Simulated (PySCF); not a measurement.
Tc: ionisation energy

Tc [Kr] 4d5 5s2 (6S) → Tc+ [Kr] 4d5 5s1 (7S), as a difference of total energies. Calculation: PySCF 2.14, in aug-cc-pVTZ-PP with ECP28MDF; scalar relativity through the core potential. Correlated levels: valence: 4s2 4p6 frozen. The calculations carry no spin-orbit coupling.

```csv
method,ionisation energy (eV)
UHF,5.536
MP2 (valence),6.752
SCS-MP2 (valence),7.024
CCSD (valence),6.846
CCSD(T) (valence),6.960
```

Errors of the correlated levels include the incompleteness of this basis and the frozen core.

Which method comes closest to the reference value, and which is furthest?

The reference is 7.119 eV (measured; NIST Atomic Spectra Database, ionization energies). Closest: SCS-MP2 (valence) (error -0.095 eV); furthest: UHF (error -1.583 eV).
